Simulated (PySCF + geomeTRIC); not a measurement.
Species: H$_{3}$OSSi, SMILES `O[SiH2][S]` (H–O–Si–S torsion 49°) (charge 0, multiplicity 2).

Give a relaxed geometry from PBE0-D4/def2-TZVP (PySCF + geomeTRIC).

This is not unique; one that fits is the end point of this relaxation, one of several conformers (outside a Z-matrix the atoms follow the SMILES, hydrogens last).
Z-matrix (Å, degrees):
```
Si
O 1 1.6392
H 2 0.9588 1 117.84
H 1 1.4791 2 104.90 3 170.90
H 1 1.4910 4 111.72 2 -122.13
S 1 2.1140 4 110.76 5 -112.42
```
